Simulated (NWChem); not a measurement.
**Correlation energy of Bi**

SMILES: [Bi]
```xyz
1

Bi     0.0000     0.0000     0.0000
```
Charge 0, spin multiplicity 4.

Everything below was run with NWChem.

Basis set: def2-TZVP. Each correlation energy counts from its own Hartree-Fock reference.

Effective core potentials replace the inner electrons of Bi; spin-orbit coupling is left out. The correlated methods keep 4 core orbitals frozen. The stability of the SCF solutions was not checked. Open-shell Hartree-Fock references start from PBE0 orbitals. No row is a measurement; the coupled-cluster row has its own basis-set and correlation limits.

```json
[
 {"method": "CCSD(T) on UHF", "correlation energy (mHa)": "-349.3"},
 {"method": "CCSD on UHF", "correlation energy (mHa)": "(withheld)"},
 {"method": "CCSD[T] on UHF", "correlation energy (mHa)": "-349.5"},
 {"method": "CCSD on ROHF", "correlation energy (mHa)": "(withheld)"},
 {"method": "UMP2", "correlation energy (mHa)": "-369.9"},
 {"method": "CCSD(T) on ROHF", "correlation energy (mHa)": "-353.3"},
 {"method": "CCSD[T] on ROHF", "correlation energy (mHa)": "(withheld)"},
 {"method": "SCS-UMP2", "correlation energy (mHa)": "(withheld)"}
]
```

Question: What belongs in the gaps?

Answer: 
- CCSD on UHF, correlation energy (mHa): -343.7
- CCSD on ROHF, correlation energy (mHa): -347.3
- CCSD[T] on ROHF, correlation energy (mHa): -353.5
- SCS-UMP2, correlation energy (mHa): -321.2
